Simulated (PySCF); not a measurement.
# Electronic structure of Sb³⁺ (antimony, charge +3) at the UHF level

Configuration: [Kr] 4d10 5s2, closed-shell 1S. Calculation: PySCF 2.14, in aug-cc-pVTZ-DK3 (8s7p5d2f, 68 functions); scalar relativity by spin-free X2C-1e.

| Property | Result |
| --- | --- |
| Total energy | -6475.919516 hartree |
| One-electron energy | -8845.0382 hartree |
| Hartree (Coulomb) energy | 2537.8108 hartree |
| Exchange energy | -168.6922 hartree |
| ⟨S²⟩ | 0.0000 |
| ⟨L²⟩ | 0.000 |
| Sum of ⟨r⟩ | 27.61 bohr |
| Sum of ⟨r²⟩ | 30.29 bohr² |
| Langevin diamagnetic susceptibility | -24.0 ×10⁻⁶ cm³/mol |

```
shell  electrons  mean orbital energy (hartree)  rms radius, mean of both spins (bohr)
   1s          2                    -1127.03028                                 0.0325
   2s          2                     -175.92941                                  0.133
   2p          6                     -157.90260                                  0.118
   3s          2                      -36.86692                                  0.351
   3p          6                      -30.82709                                  0.352
   3d         10                      -21.58984                                  0.331
   4s          2                       -7.56283                                  0.843
   4p          6                       -5.61682                                  0.912
   4d         10                       -2.69660                                   1.10
   5s          2                       -1.53911                                   2.19
```

Densities and radii are taken from the X2C orbitals without a picture-change correction, which distorts them close to the nucleus.
